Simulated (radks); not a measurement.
Species: Tl4+. Configuration: [Kr] 4d10 4f14 5s1 5p6 5d10 (not the ground configuration).

All-electron calculation, scalar-relativistic Kohn-Sham, PBE, spin-polarised, spherical densities, finite nucleus; open shells are filled with parallel spins first (spin-orbit coupling, left out, can overturn this in heavy ions); Fermi nuclear charge, rms radius 5.4759 fm. Program: a radial shooting solver on a logarithmic mesh with Libxc functionals.

Energy parts (eV):
part                       energy
total                  -550551.79
kinetic                 619683.39
electron-nucleus      -1368842.52
Hartree                 208854.78
exchange-correlation    -10247.44

Orbitals (lengths in bohr, moments of r in powers of bohr; r(90%) holds 90 % of the orbital's charge):
\begin{tabular}{lrrrrrr}
orbital & occ. & eigenvalue (eV) & <1/r> & <r> & r(90%) & <r^2> \\ \hline
1s up & 1 & -85633.36 & 99.39 & 0.01632 & 0.0299 & 0.0003690 \\
1s down & 1 & -85633.14 & 99.39 & 0.01632 & 0.0299 & 0.0003690 \\
2s up & 1 & -15290.35 & 23.33 & 0.06876 & 0.107 & 0.005606 \\
2s down & 1 & -15290.20 & 23.33 & 0.06876 & 0.107 & 0.005606 \\
2p up & 3 & -13163.38 & 20.59 & 0.06235 & 0.102 & 0.004755 \\
2p down & 3 & -13163.23 & 20.59 & 0.06235 & 0.102 & 0.004755 \\
3s up & 1 & -3688.764 & 8.650 & 0.1776 & 0.260 & 0.03608 \\
3s down & 1 & -3688.622 & 8.650 & 0.1776 & 0.260 & 0.03608 \\
3p up & 3 & -3076.213 & 7.850 & 0.1793 & 0.268 & 0.03727 \\
3p down & 3 & -3076.068 & 7.850 & 0.1793 & 0.268 & 0.03727 \\
3d up & 5 & -2440.195 & 7.374 & 0.1624 & 0.252 & 0.03088 \\
3d down & 5 & -2440.050 & 7.374 & 0.1624 & 0.252 & 0.03088 \\
4s up & 1 & -863.0215 & 3.719 & 0.3917 & 0.561 & 0.1731 \\
4s down & 1 & -862.7743 & 3.720 & 0.3916 & 0.561 & 0.1730 \\
4p up & 3 & -662.1081 & 3.349 & 0.4175 & 0.605 & 0.1980 \\
4p down & 3 & -661.8357 & 3.350 & 0.4174 & 0.604 & 0.1979 \\
4d up & 5 & -426.1792 & 3.009 & 0.4396 & 0.654 & 0.2230 \\
4d down & 5 & -425.8415 & 3.010 & 0.4393 & 0.654 & 0.2227 \\
5s up & 1 & -180.3068 & 1.563 & 0.8708 & 1.24 & 0.8489 \\
5s down & 0 & -179.1130 & 1.561 & 0.8719 & 1.24 & 0.8514 \\
4f up & 7 & -165.0505 & 2.609 & 0.4664 & 0.742 & 0.2611 \\
4f down & 7 & -164.6170 & 2.612 & 0.4658 & 0.741 & 0.2603 \\
5p up & 3 & -124.6004 & 1.343 & 0.9920 & 1.43 & 1.108 \\
5p down & 3 & -123.5807 & 1.338 & 0.9947 & 1.43 & 1.114 \\
5d up & 5 & -61.2817 & 1.021 & 1.276 & 1.90 & 1.869 \\
5d down & 5 & -60.6763 & 1.014 & 1.284 & 1.92 & 1.892 \\
\end{tabular}

The highest occupied level is 5d down at -60.676 eV. The configuration is held as typed, so some empty levels lie below it. The electron density at the nucleus is 2.717e+06 e/bohr^3 (large components only). Spin moment in Bohr magnetons: 1. The density falls to 0.001 e/bohr^3 at r = 3.03 bohr. Summed over all electrons, <r^2> = 34.38 bohr^2, which gives a Langevin (diamagnetic) susceptibility term of -27.2 x 10^-6 cm^3/mol.
